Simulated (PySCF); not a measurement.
**SMILES C1C[Se]C=C(NC(C)=O)C1, C7H11NOSe**

Geometry (Å), atoms numbered from 1 in this order:
```xyz
21

C     3.549   -0.725    0.055
C     2.047   -0.915   -0.031
O     1.528   -1.975   -0.294
N     1.371    0.244    0.225
C    -0.013    0.482    0.276
C    -0.418    1.652    0.780
Se   -2.201    2.219    1.032
C    -3.035    0.511    0.544
C    -2.303   -0.105   -0.633
C    -0.908   -0.595   -0.259
H     4.039   -1.656   -0.212
H     3.874    0.060   -0.624
H     3.833   -0.453    1.070
H     1.935    1.039    0.494
H     0.296    2.392    1.117
H    -4.075    0.734    0.301
H    -3.004   -0.140    1.419
H    -2.230    0.629   -1.440
H    -2.881   -0.955   -1.005
H    -0.435   -1.028   -1.142
H    -0.978   -1.399    0.480
```

Computed, not measured: PySCF, GIAO PBE0/pcSseg-1 magnetisability, rotational g tensor and spin-rotation constants, non-relativistic, gas phase. Geometry: GFN2-xTB.

The calculation is non-relativistic, which matters for the atoms heavier than Zn.

Give the nuclear spin-rotation constants along the inertial axes (H = +C I·J) beside the isotropic shieldings.

Rotational constants 2.3637, 0.4511, 0.3872 GHz. A star marks the isotopologue with that one atom substituted, in its own axes.
```
atom  isotope  Caa (kHz)  Cbb (kHz)  Ccc (kHz)  mean (kHz)  σ (ppm)
  N4      14N      0.169      0.066      0.031       0.089     99.1
 H11       1H      0.026     -0.039     -0.046      -0.020     30.0
 H12       1H     -0.264     -0.037      0.000      -0.101     29.8
 H13       1H     -0.264     -0.019     -0.015      -0.100     29.7
 H14       1H     -0.261      0.043     -0.053      -0.090     25.8
 H15       1H     -0.215      0.035     -0.050      -0.076     26.7
 H16       1H     -0.002     -0.033     -0.042      -0.025     29.2
 H17       1H     -0.207     -0.050      0.011      -0.082     28.7
 H18       1H     -0.251     -0.045      0.007      -0.096     29.9
 H19       1H     -0.260      0.017     -0.042      -0.095     29.4
 H20       1H     -0.089     -0.029     -0.021      -0.046     28.2
 H21       1H     -0.231     -0.039      0.005      -0.088     28.9
  C1     13C*      0.294      0.065      0.073       0.144    160.9
  C2     13C*      1.234      0.152      0.092       0.492     20.5
  O3     17O*     -1.230     -0.290     -0.030      -0.517   -108.6
  C5     13C*      0.983      0.186      0.062       0.410     46.1
  C6     13C*      0.761      0.154      0.058       0.324     84.1
 Se7    77Se*      4.266      0.693      0.613       1.857   1602.9
  C8     13C*      0.369      0.076      0.059       0.168    157.1
  C9     13C*      0.398      0.074      0.051       0.174    160.0
 C10     13C*      0.395      0.083      0.051       0.176    156.4
```
For the geometry as given, no vibrational averaging.
